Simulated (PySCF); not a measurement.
An EPR job on `[O]c1cccc([O])c1` [triplet].

Computed with UKS B3LYP, pcH-1 on C H O, non-relativistic, mean-field spin-orbit, GIAO (PySCF 2.14.0). Geometry: GFN2-xTB. The input is one job of a driver script: a line of settings, then coordinates in Å.

Command:
```bash
OMP_NUM_THREADS=1 python probes_run.py task.json out
```

Input:
```
{"job": {"kind": "epr", "basis": "pcH-1"}, "charge": 0, "multiplicity": 3}
O     -1.586691    -2.167691     0.016041
C     -0.849883    -1.174206     0.000694
C      0.596168    -1.280143     0.098304
C      1.403504    -0.160970     0.091137
C      0.876971     1.110971    -0.005006
C     -0.555509     1.335264    -0.099430
O     -1.041055     2.468638    -0.198517
C     -1.384605     0.158808    -0.093283
H      1.011098    -2.273406     0.178354
H      2.475604    -0.283426     0.162656
H      1.511891     1.983606    -0.015556
H     -2.456295     0.281869    -0.161421
```

Give the output.

```
UKS, coarse grid
  cycle   1  E = -381.13774397  |g| = 8.35e-01
  cycle   2  E = -378.31185829  |g| = 2.54e+00
  cycle   3  E = -381.39169691  |g| = 2.36e-01
  cycle   4  E = -381.41615545  |g| = 1.52e-01
  cycle   5  E = -381.42744759  |g| = 4.54e-02
  cycle   6  E = -381.42848293  |g| = 2.69e-02
  cycle   7  E = -381.42911233  |g| = 8.71e-03
  cycle   8  E = -381.42921011  |g| = 3.72e-03
  cycle   9  E = -381.42921926  |g| = 1.12e-03
  cycle  10  E = -381.42922056  |g| = 3.32e-04
UKS, final grid
  cycle   1  E = -381.42921153  |g| = 6.93e-04
  cycle   2  E = -381.42921068  |g| = 1.65e-03
  cycle   3  E = -381.42921172  |g| = 3.28e-05
  cycle   4  E = -381.42921172  |g| = 2.69e-05
E = -381.42921172 Eh   <S^2> = 2.0545 (exact 2.0000)
g shifts (ppm)      1          2          3
  rmc          -210       -210       -210
  gc            -16         40         42
  oz_so          -8       4513       7483
  total        -234       4342       7314
hyperfine (MHz)  atom isotope    a_iso     a_fc   dipolar eigenvalues
    0   17O     -13.70     -13.70    -66.46     32.89     33.56
    1   13C     -27.33     -27.33     -9.36      2.97      6.39
    2   13C      19.94      19.94    -20.14    -18.90     39.04
    3   13C     -18.21     -18.21    -11.65      5.23      6.42
    4   13C      19.92      19.92    -20.14    -18.90     39.04
    5   13C     -27.33     -27.33     -9.36      2.97      6.39
    6   17O     -13.70     -13.70    -66.47     32.90     33.57
    7   13C      26.31      26.31    -27.31    -27.25     54.56
    8    1H     -16.84     -16.84     -8.91     -1.64     10.55
    9    1H       4.74       4.74     -2.52      0.47      2.05
   10    1H     -16.84     -16.84     -8.91     -1.64     10.55
   11    1H     -22.71     -22.71    -11.01     -2.65     13.65
zero-field splitting (cm-1)  D = 0.1128  E = 0.0149  (spin-spin 0.0518, spin-orbit 0.0611)
```

rmc, gc and oz_so are the mass-correction, gauge-correction and orbital-Zeeman/spin–orbit parts of the g shift along its three principal axes; a_iso is the isotropic hyperfine coupling and a_fc its Fermi-contact part. Atoms in this output count from 0.

Get g_iso from the total shifts.

Their mean is 3808 ppm; added to g_e = 2.002319 it gives 2.00613.

Main results: ⟨S²⟩ 2.055; g_iso 2.0061; D 0.11 cm⁻¹.

Geometry: GFN2-xTB; no solvent, vibrations or thermal averaging. GFN2-xTB frequencies show an imaginary mode (82i cm⁻¹), so this geometry is no minimum at that level.

How long does this job take on one thread, Intel Xeon at 2.50 GHz (x86_64), shared host with 64 logical CPUs at a one-minute load of 62? And the peak memory of the process?

About 2.1 min (density and orbital grids were written too), with 0.88 GiB resident at the peak, the Python interpreter and its libraries included.
Labels such as C1 count atoms from 1, the log's own numbers from 0.
